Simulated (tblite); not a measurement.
Input of a run (GFN2-xTB geometry optimisation, gas phase (tblite 0.8.0)), started from a force field or distance geometry:
```
{"job": {"kind": "relax", "xc": "GFN2-xTB", "basis": "xTB"}, "charge": 0, "multiplicity": 1}
C      2.369000    -1.045000     0.495100
N      1.785100    -0.273100    -0.364500
C      1.007900     0.801100     0.130900
C     -0.474700     0.446400     0.126800
C     -1.219500     1.673800     0.560900
O     -1.023100     2.194700     1.633700
O     -0.934600     0.124200    -1.129300
C     -1.487400    -1.157800    -1.109200
H      2.294800    -0.935500     1.565100
H      2.952500    -1.859400     0.103100
H      1.241500     1.090000     1.168900
H      1.096700     1.654200    -0.570500
H     -0.667300    -0.398400     0.843300
H     -1.946800     2.099500    -0.148500
H     -0.760200    -1.924600    -0.810900
H     -2.360000    -1.097200    -0.382800
H     -1.880700    -1.380700    -2.122000
```

Output (eV, eV/Å):
```
step      E/eV     max force
  0    -714.62281    2.930
  1    -714.70773    3.308
  2    -714.80406    0.605
  3    -714.82783    0.460
  4    -714.85804    0.735
  5    -714.86991    0.493
  6    -714.88123    0.471
  7    -714.89845    0.270
  8    -714.90471    0.255
  9    -714.91367    0.200
 10    -714.91709    0.143
 11    -714.91962    0.119
 12    -714.92157    0.112
 13    -714.92307    0.088
 14    -714.92400    0.089
 15    -714.92492    0.093
 16    -714.92615    0.121
 17    -714.92765    0.117
 18    -714.92914    0.085
 19    -714.93052    0.080
 20    -714.93204    0.111
 21    -714.93401    0.116
 22    -714.93627    0.126
 23    -714.93833    0.092
 24    -714.94000    0.109
 25    -714.94135    0.110
 26    -714.94256    0.086
 27    -714.94379    0.082
 28    -714.94518    0.107
 29    -714.94711    0.125
 30    -714.95019    0.158
 31    -714.95503    0.206
 32    -714.96149    0.246
 33    -714.96871    0.244
 34    -714.96970    0.523
 35    -714.97582    0.479
 36    -714.98202    0.119
 37    -714.98475    0.112
 38    -714.99128    0.258
 39    -714.99444    0.129
 40    -714.99865    0.120
 41    -715.00187    0.120
 42    -715.00454    0.126
 43    -715.00738    0.142
 44    -715.01110    0.199
 45    -715.01473    0.214
 46    -715.01552    0.266
 47    -715.02086    0.331
 48    -715.02392    0.164
 49    -715.02819    0.118
 50    -715.03208    0.121
 51    -715.03452    0.096
 52    -715.03594    0.103
 53    -715.03698    0.161
 54    -715.03827    0.078
 55    -715.03937    0.070
 56    -715.04069    0.080
 57    -715.04137    0.113
 58    -715.04264    0.131
 59    -715.04421    0.150
 60    -715.04514    0.104
 61    -715.04583    0.067
 62    -715.04655    0.075
 63    -715.04741    0.067
 64    -715.04837    0.062
 65    -715.04914    0.072
 66    -715.04975    0.081
 67    -715.05055    0.077
 68    -715.05198    0.093
 69    -715.05388    0.104
 70    -715.05563    0.117
 71    -715.05682    0.081
 72    -715.05766    0.076
 73    -715.05855    0.090
 74    -715.05974    0.101
 75    -715.06077    0.094
 76    -715.06128    0.086
 77    -715.06181    0.064
 78    -715.06229    0.051
 79    -715.06305    0.056
 80    -715.06352    0.061
 81    -715.06428    0.068
 82    -715.06500    0.072
 83    -715.06598    0.081
 84    -715.06702    0.127
 85    -715.06829    0.112
 86    -715.06935    0.070
 87    -715.07005    0.061
 88    -715.07040    0.055
 89    -715.07084    0.052
 90    -715.07124    0.056
 91    -715.07167    0.062
 92    -715.07203    0.057
 93    -715.07233    0.060
 94    -715.07254    0.047
 95    -715.07274    0.048
 96    -715.07298    0.047
 97    -715.07337    0.059
 98    -715.07364    0.034
 99    -715.07383    0.028
100    -715.07394    0.018
101    -715.07402    0.019
102    -715.07408    0.020
103    -715.07412    0.017
104    -715.07417    0.019
105    -715.07424    0.023
106    -715.07435    0.033
107    -715.07456    0.056
108    -715.07483    0.062
109    -715.07508    0.045
110    -715.07523    0.049
111    -715.07535    0.030
112    -715.07546    0.030
113    -715.07563    0.030
114    -715.07577    0.023
115    -715.07590    0.036
116    -715.07601    0.026
117    -715.07611    0.022
118    -715.07622    0.031
119    -715.07630    0.024
120    -715.07638    0.023
121    -715.07644    0.021
122    -715.07649    0.018
123    -715.07652    0.020
124    -715.07653    0.013
125    -715.07655    0.011
126    -715.07655    0.007
```

Summarise the run.

The energy falls by 0.454 eV over 126 L-BFGS steps, the largest force on an atom goes from 2.93 to 0.007 eV/Å, and the atoms move by 0.568 Å rms after alignment. The bond that changes most is C1=N2 (imine carbon to imine nitrogen), which shortens by 0.043 Å. Bonds longer at the end by more than 0.005 Å: 6 of 16; shorter: 7. Among the angles that change most is O7–C8–H16, from 105.3° to 110.7°. Among the dihedrals that turn most is C3–C4–O7–C8, from 123° to 73°. The energy never rose by more than 1e-5 eV on the way. The first step brought 19 % of the lowering.

What are the final bond lengths?

C1=N2 1.251 Å, N2–C3 1.432 Å, C3–C4 1.548 Å, C4–C5 1.515 Å, C5=O6 1.197 Å, C4–O7 1.402 Å, O7–C8 1.412 Å, C1–H9 1.096 Å, C1–H10 1.080 Å, C3–H11 1.102 Å, C3–H12 1.094 Å, C4–H13 1.107 Å, C5–H14 1.104 Å, C8–H15 1.092 Å, C8–H16 1.097 Å, C8–H17 1.088 Å. Numbering counts from 1 in the input's order; the species is `C=NC[C@@H](C=O)OC`.

Hardware: Arm Neoverse V2, one thread, no GPU, shared host. Cost: 0.6 s of wall time.

Its GFN2-xTB frequencies are all real (lowest 55 cm⁻¹). One conformer, not necessarily the lowest.

All values are computed, not measured.
